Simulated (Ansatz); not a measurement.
`C[O+](C)[AlH3-]`, relaxed with RKS PBE-D4/def2-SVP in the Gaussian-basis code of Ansatz from a rough embedded geometry. The force threshold is 0.03 eV/Å; the program also tests the step.

The species carries charge 0 and has multiplicity 1.

Start:

```xyz
13

C    -0.404   -1.201    0.537
O     0.535   -0.226    0.195
C     0.348    0.864    1.041
Al    0.140    0.314   -1.553
H    -0.226   -2.159   -0.095
H    -0.181   -1.602    1.616
H    -1.462   -0.924    0.493
H     0.503    0.618    2.126
H    -0.697    1.315    1.030
H     1.053    1.722    0.815
H     0.446   -0.956   -2.530
H     1.208    1.471   -1.966
H    -1.264    0.762   -1.709
```

By how much does the energy fall, and how many steps does the optimiser take? (An estimate is asked.)

The calculation gave: 1.03 eV, in 5 steps.

Which bonds change most? (Estimate.)

Ansatz gave: O2–Al4 from 1.872 to 2.023 Å; Al4–H13 from 1.482 to 1.619 Å; C1–H6 from 1.173 to 1.110 Å; C1–H5 from 1.162 to 1.106 Å.

Give the relaxed structure. (Estimate.)

Computed: 
```xyz
13

C    -0.449   -1.284    0.589
O     0.284   -0.129    0.158
C     0.289    0.946    1.107
Al    0.230    0.342   -1.809
H    -0.355   -2.038   -0.214
H    -0.009   -1.674    1.530
H    -1.520   -1.031    0.747
H     0.743    0.600    2.059
H    -0.745    1.311    1.290
H     0.900    1.755    0.667
H     0.554   -1.123   -2.402
H     1.381    1.472   -1.802
H    -1.302    0.855   -1.918
```
